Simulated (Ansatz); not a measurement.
```yaml
crystal:
  periodic: [false, false, false]
  atoms:
    - {symbol: C, position_ang: [-0.729466, 1.776278, -0.175884]}
    - {symbol: Se, position_ang: [-1.572919, 0.288525, 0.775807]}
    - {symbol: Si, position_ang: [0.243707, -1.080999, 0.788484]}
    - {symbol: N, position_ang: [0.855935, -1.534972, -0.744281]}
    - {symbol: H, position_ang: [-0.333813, 1.432059, -1.129657]}
    - {symbol: H, position_ang: [-1.504950, 2.519553, -0.351719]}
    - {symbol: H, position_ang: [0.062243, 2.211039, 0.431543]}
    - {symbol: H, position_ang: [-0.237980, -2.260162, 1.549870]}
    - {symbol: H, position_ang: [1.381300, -0.412930, 1.472235]}
    - {symbol: H, position_ang: [0.269768, -1.955972, -1.446013]}
    - {symbol: H, position_ang: [1.631574, -1.039419, -1.149883]}
basis:
  gaussian: {orbitals: "6-31G*"}
hamiltonian: {xc: {name: PBE0-DH}}
accuracy: high
output: {forces: true}
```

```sh
$ ansatz run in.yaml --threads 4 --pin off --events-out ev --progress --plain --max-ram 10444MiB
```

Shortened log:

```
Functional definition: PBE0-DH
2135 factors; integrals over basis functions are off by at most 4.4e-9 eV
mean field evaluation 1: about -75836.5593 eV, gradient 4.4e1 eV
mean field evaluation 2: about -75836.9156 eV, gradient 4.5e1 eV
mean field evaluation 4: about -75840.7968 eV, gradient 3.5e0 eV
mean field evaluation 8: about -75840.8410 eV, gradient 2.7e-1 eV
mean field evaluation 16: about -75840.8411 eV, gradient 7.7e-5 eV
mean field -75840.84114035 eV, -2787.0995051394 hartree, gradient 2.1e-8 eV, S^2 0.000000; 0 other end points of the search recorded, 0 dependent functions left out
16 core orbitals not correlated: weight in the atoms' cores, before any rotation towards them, 1.000 or more for the frozen orbitals, at most 0.000 for the correlated occupied ones
reference -75840.84114195 eV, -2787.0995051982 hartree; 18, 18 occupied and 64, 64 virtual orbitals, 2135 factors
second order -21.33424519 eV of doubles, -0.00000000 eV of singles
Total energy: -75843.50792260 eV, -2787.1975075795 hartree
Atom 0 at    -0.729466     1.776278    -0.175884 Å, force    -0.011308    -0.013320     0.005438 eV/Å
Atom 1 at    -1.572919     0.288525     0.775807 Å, force     0.009943    -0.000977     0.018429 eV/Å
Atom 2 at     0.243707    -1.080999     0.788484 Å, force    -0.093731     0.024736     0.188338 eV/Å
Atom 3 at     0.855935    -1.534972    -0.744281 Å, force     0.083260    -0.039713    -0.148224 eV/Å
Atom 4 at    -0.333813     1.432059    -1.129657 Å, force    -0.008314     0.036082     0.037963 eV/Å
Atom 5 at    -1.504950     2.519553    -0.351719 Å, force     0.054480    -0.018954    -0.002013 eV/Å
Atom 6 at     0.062243     2.211039     0.431543 Å, force    -0.029298     0.004266    -0.045220 eV/Å
Atom 7 at    -0.237980    -2.260162     1.549870 Å, force     0.033518     0.043835    -0.023461 eV/Å
Atom 8 at     1.381300    -0.412930     1.472235 Å, force    -0.041869    -0.028455    -0.029564 eV/Å
Atom 9 at     0.269768    -1.955972    -1.446013 Å, force    -0.001010    -0.013093    -0.001903 eV/Å
Atom 10 at     1.631574    -1.039419    -1.149883 Å, force     0.004330     0.005593     0.000217 eV/Å
Dipole moment:     0.337912     0.136504    -0.448522 e Å
```

Run time 10 s (4 threads of an Arm Neoverse V2 on a shared host); peak host memory 0.52 GiB.
